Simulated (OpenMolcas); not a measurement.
V: effect of the active space

| Quantity | Value |
| --- | --- |
| Program | OpenMolcas 26.06 |
| Method | SS-CASPT2 or its RAS form, IPEA 0.25 Eh, imaginary shift 0.1 Eh |
| Basis | ANO-RCC-VDZP |
| Scalar Hamiltonian | DKH2, point nucleus |
| Spin-orbit coupling | state interaction with AMFI integrals over the reference wave functions, term energies averaged over their components |

A. 3 electrons in 5 orbitals (3d); 2S+1 = 4 even, 10 roots; 2S+1 = 2 even, 40 roots; closed shells correlated: 3s 3p 4s; CASPT2 step of the order of 6 core-seconds
B. 5 electrons in 6 orbitals (3d 4s); 2S+1 = 6 even, 5 roots; 2S+1 = 4 even, 50 roots; 2S+1 = 2 even, 86 roots; closed shells correlated: 3s 3p; CASPT2 step of the order of 21 core-seconds
C. 5 electrons in 9 orbitals (RAS2 3d 4s; RAS3 4p, at most 2 electrons); 2S+1 = 4 even, 50 roots (45 in the spin-orbit step); 2S+1 = 6 even, 5 roots kept (CI in the orbitals of an earlier block); 2S+1 = 2 even, 88 roots kept (CI in the orbitals of an earlier block, 58 in the spin-orbit step); 2S+1 = 4 odd, 83 roots (51 in the spin-orbit step); 2S+1 = 6 odd, 37 roots kept (CI in the orbitals of an earlier block, 30 in the spin-orbit step); 2S+1 = 2 odd, 80 roots kept (CI in the orbitals of an earlier block, 21 in the spin-orbit step); closed shells correlated: 3s 3p; CASPT2 step roughly 4 core-minutes

Energies in cm⁻¹ above 3d³ 4s² ⁴F_3/2, the measured ground level; measured values from NIST Handbook of Basic Atomic Spectroscopic Data.

```
                Level      A      B      C  Measured
       3d³ 4s² ⁴F_3/2    0.0    0.0    0.0       0.0
       3d³ 4s² ⁴F_5/2    150    121    123       137
       3d³ 4s² ⁴F_7/2    355    287    292       323
       3d³ 4s² ⁴F_9/2    612    495    504       553
       3d³ 4s² ²G_7/2  10900  11980  12050          
       3d³ 4s² ²G_9/2  11120  12170  12240          
       3d³ 4s² ⁴P_1/2  11130  13040  10850      9545
       3d³ 4s² ⁴P_3/2  11200  13160  10930      9637
       3d³ 4s² ⁴P_5/2  11370  13380  11100      9825
       3d³ 4s² ²P_1/2  15690  15520  15610          
       3d³ 4s² ²H_9/2  15910  17990  17490          
3d³ 4s² ²P_3/2 [73 %]  15980  15580  15660          
      3d³ 4s² ²H_11/2  16080  18130  17630
```

Deviations, from unrounded energies. A percentage is the sum of absolute deviations over the sum of measured energies, with the sign that they share, or ± where signs differ.

| Against measurement | Levels | A | B | C |
| --- | --- | --- | --- | --- |
| mean absolute deviation (cm-1) | 6 | 800 | 1800 | 660 |
| fine structure of the ground term (%) | 3 | +10.2 | -11.0 | -9.4 |
| other terms of the ground configuration (%) | 3 | +16.2 | +36.4 | +13.4 |

C lies closest to measurement on these levels and B furthest from it. The largest miss of C in the table is 3d³ 4s² ⁴P_1/2, by +1300 cm-1. The ranking rests on the paired levels alone, and a cruder setting can come out closer through cancelling errors.

The spin-orbit steps hold different terms of 3d³ 4s² (B lacks a ²D, ²F; C lacks a ²D, ²F), which shifts levels as well.

The two smallest mean deviations differ by little beside CASPT2's spread within terms, so their order carries little weight.

Among A to C the level of the table that moves most is 3d³ 4s² ⁴P_5/2, by 2300 cm-1 (lowest in C, highest in B). Moves below CASPT2's spread within the term are not significant.

CASPT2 does not keep the components of a term degenerate, so their means are used; among the terms shown or strongly mixed into the levels shown the widest spread is 1700 cm-1 (3d³ 4s² ⁴F, B). Over all roots computed the reference weight is 0.86 to 0.92 in B, 0.87 to 0.94 in C; the roots of lowest weight are the least certain, and an intruder state may touch them. With the s shell closed, the reference lacks s² → p², s² → d² and s → d mixing, so excited terms can stand far too high and out of order, with CASPT2 too (holds for A). The CASPT2 spread within a term exceeds the gap to the next term for 3d³ 4s² ²P and 3d³ 4s² ²H, so the order of their levels is uncertain (holds for A). Some terms miss by over 15 % even with CASPT2, which points to a basis or an active space too small for the shells correlated (holds for A; B). Configurations are named by rounded mean occupations; where the s occupation lies near a half they are strongly mixed, a name can repeat and a true partner stay unpaired (holds for B; C). Some high roots are left out of the spin-orbit mixing, which shifts the levels that they would mix with (holds for C). Terms from blocks run as CI alone lack orbitals of their own (holds for C). Computed and measured levels are paired by configuration, term and J; levels that our copy of the source lacks, or whose pairing is in doubt (as where it misses far off the trend of its configuration), stay unpaired and out of the deviations. Levels of configurations outside the active space are missing. Levels that lie high or do not pair safely by name in every column are left out.

A share in square brackets marks a mixed level and gives the weight of the term that names it, the lowest over the columns.
